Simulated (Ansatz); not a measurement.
Stepwise reaction of `[CH3][SnH]([CH3])[CH3]` with hydrogen, as a gas-phase model of exchange steps in deposition or etching. ΔE in kJ/mol; ΔG adds harmonic PBE0-D4 terms to CCSD(T)/CBS, at 1 bar.

Calculated with Ansatz (gas phase, PBE0-D4/def2-TZVP geometries, no zero-point term in ΔE). CCSD(T)/CBS adds triple-zeta CCSD(T) − MP2 to the extrapolated MP2 energy (def2 sets, frozen cores). This one scheme is used for every species. DFT in def2-TZVPP. B3LYP here is the variant with VWN-RPA as its local correlation; programs differ in this. Elements past krypton have def2 core potentials. For Sn outer-core shells are correlated without core-valence functions, which leaves a few kJ/mol of doubt a bond.

```json
{"step": "1", "reaction": "`[CH3][SnH]([CH3])[CH3]` + H₂ → `[CH3][SnH2][CH3]` + CH₄", "PBE-D4": "-42.2", "B3LYP-D4": "-46.3", "ωB97M-V": "-44.7", "CCSD(T)/CBS": "-36.4", "ΔG(500 K)": "-31.6"}
{"step": "2", "reaction": "`[CH3][SnH2][CH3]` + H₂ → `[CH3][SnH3]` + CH₄", "PBE-D4": "-42.9", "B3LYP-D4": "-47.1", "ωB97M-V": "-45.5", "CCSD(T)/CBS": "-37.0", "ΔG(500 K)": "-29.3"}
{"step": "3", "reaction": "`[CH3][SnH3]` + H₂ → `[SnH4]` + CH₄", "PBE-D4": "-43.4", "B3LYP-D4": "-47.7", "ωB97M-V": "-46.3", "CCSD(T)/CBS": "-37.7", "ΔG(500 K)": "-26.5"}
```

**Question.** By hand: ΔE of the 3 steps together at CCSD(T)/CBS.

**Answer.** (-36.4) + (-37.0) + (-37.7) = -111.1 kJ/mol, or -37.0 kJ/mol a step.

In ΔE the steps differ by no more than 1.3 kJ/mol. All are downhill at CCSD(T)/CBS. ΔG lies between -31.6 and -26.5 kJ/mol a step. PBE-D4 differs from CCSD(T)/CBS by -5.9 to -5.7 kJ/mol a step. Isolated molecules leave out the surface, adducts and barriers. Largest T1 diagnostic: 0.013.
